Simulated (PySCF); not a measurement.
A side-by-side comparison of computed properties.

First species: C₆H₈Ge.
Structure used (PBE0-D3(BJ)/def2-SVP), in Å, numbered top down from 1:
```
atom  x, y, z in Å
C1     3.3909    0.1581   -0.2070
C2     2.1905    0.0536   -0.0543
C3     0.7727   -0.0215    0.0942
C4     0.1729   -1.0286    0.7689
C5    -1.3178   -1.0794    0.9078
Ge6   -1.9089    0.5347   -0.0600
C7    -0.0729    1.0690   -0.5312
H8     4.4548    0.2337   -0.3334
H9     0.7880   -1.8154    1.2186
H10   -1.7333   -2.0049    0.4744
H11   -1.6254   -1.0704    1.9671
H12   -2.6306    1.5549    0.8392
H13   -2.7874    0.2242   -1.2853
H14    0.0892    1.1153   -1.6198
H15    0.1991    2.0575   -0.1285
```

Second species: CH₂ClF.
InChI=1S/CH2ClF/c2-1-3/h1H2

Levels: CAM-B3LYP/def2-SVPD for HOMO energy, LUMO energy, HOMO–LUMO gap and static isotropic polarisability; TDDFT CAM-B3LYP/def2-SVPD for lowest singlet excitation; TDA CAM-B3LYP/def2-SVPD for lowest triplet excitation (Tamm–Dancoff); ΔSCF CAM-B3LYP/def2-SVPD for vertical ionisation energy. Geometries: PBE0-D3(BJ)/def2-SVP. Each structure is a single optimised conformer of the isolated species, non-relativistic unless stated; the electronic structure was computed with PySCF and density fitting.

Values for the first species:

| Item | Value |
| --- | --- |
| HOMO energy | -7.95 eV |
| LUMO energy | 0.41 eV |
| HOMO–LUMO gap | 8.36 eV |
| Lowest singlet excitation | 5.53 eV |
| Lowest triplet excitation (Tamm–Dancoff) | 3.40 eV |
| Static isotropic polarisability | 100.4 au |
| Vertical ionisation energy | 8.62 eV |

**Question.** Estimate the same properties for the second species, and the change in each.

**Answer.** 
```csv
property,first,second,second less first
HOMO energy,-7.95 eV,-10.36 eV,-2.41 eV
LUMO energy,0.41 eV,1.09 eV,+0.68 eV
HOMO–LUMO gap,8.36 eV,11.45 eV,+3.09 eV
lowest singlet excitation,5.53 eV,7.50 eV,+1.97 eV
lowest triplet excitation (Tamm–Dancoff),3.40 eV,6.79 eV,+3.39 eV
static isotropic polarisability,100.4 au,29.9 au,-70.5 au
vertical ionisation energy,8.62 eV,11.79 eV,+3.17 eV
```

On the first: The vertical singlet–triplet gap S1 − T1 is 2.13 eV (TDDFT singlet less Tamm–Dancoff triplet; S1: HOMO→LUMO, weight 0.85; T1: HOMO→LUMO, weight 0.93). No computed singlet falls in the visible range (750 to 380 nm, 1.65 to 3.26 eV); S1 lies 2.27 eV above its blue end. Relativistic effects, spin–orbit coupling among them, are left out although an element past zinc is present.

On the second: S1 lies 3.95 eV below the HOMO–LUMO gap; its leading configuration is HOMO→LUMO, weight 0.69. The polarisability is 4.44 Å³ as a volume (1 au = 0.148185 Å³), or 0.88 au for each of the 34 electrons.
